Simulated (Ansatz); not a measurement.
Consider the formal exchange of groups at a C–N bond: `C#C[NH][SnH3]` + `BBC` → `C#CBBC` + `[NH2][SnH3]`.

Calculated with Ansatz (gas phase, PBE0-D4/def2-TZVP geometries, no zero-point term in ΔE). CBS: MP2 limit from def2 TZ/QZ plus the TZ coupled-cluster correction, frozen cores. def2 core potentials past Kr. For Sn outer-core shells are correlated without core-valence functions, which leaves a few kJ/mol of doubt a bond. Each species was taken in one conformer, which may not be the lowest.

`C#C[NH][SnH3]`:

```xyz
9

C    -0.604   -1.729    1.594
C     0.101   -1.064    0.877
N     0.830   -0.268    0.096
Sn   -0.056    1.247   -0.954
H    -1.204   -2.323    2.239
H     1.680   -0.679   -0.259
H    -0.678    2.317    0.209
H     1.218    1.911   -1.869
H    -1.287    0.589   -1.932
```

`BBC`:

Z-matrix (Å, degrees):
```
C
B 1 1.564
H 1 1.091 2 116.3
H 1 1.100 2 106.4 3 120.0
H 1 1.095 2 111.4 3 -126.3
B 2 1.639 1 128.0 3 -9.5
H 2 1.210 1 116.2 3 172.3
H 6 1.201 2 122.0 1 93.1
H 6 1.201 2 122.4 1 -89.2
```

`C#CBBC`:

Cartesian coordinates in Å:
```
C -1.824 2.249 -0.763
C -1.348 1.138 -0.818
B -0.731 -0.234 -0.839
B 0.057 -0.857 0.478
C 1.589 -0.758 0.756
H -2.249 3.226 -0.727
H -0.839 -0.879 -1.847
H -0.600 -1.494 1.265
H 1.994 -1.756 0.523
H 1.810 -0.603 1.816
H 2.141 -0.033 0.156
```

`[NH2][SnH3]`:

```xyz
7

N     0.546   -0.927   -0.703
Sn   -0.395    0.404    0.511
H     0.262   -0.847   -1.671
H     1.554   -0.838   -0.679
H    -2.061    0.077    0.359
H     0.179    0.089    2.084
H    -0.086    2.042    0.098
```

| level | ΔE (eV) |
| --- | --- |
| MP2/def2-TZVPP | -1.04 |
| CCSD(T)/def2-TZVPP | -1.04 |

Problem. What does CCSD(T)/CBS give? (An estimate is asked.)

Solution. The calculation gave: -1.05 eV. The listed levels differ from it by 0.01, 0.01 eV.

Largest T1 diagnostic among the species: 0.014.

From r2SCAN to r2SCAN0 (25 % exact exchange), in def2-TZVPP and without D4, ΔE moves by +0.03 eV. At CCSD(T), def2-SVP lies +0.15 eV from the extrapolated value and def2-TZVPP +0.01 eV. In def2-TZVPP, CCSD(T) changes the Hartree–Fock value by −0.11 eV (the triples alone add −0.02 eV) and MP2 by −0.11 eV.
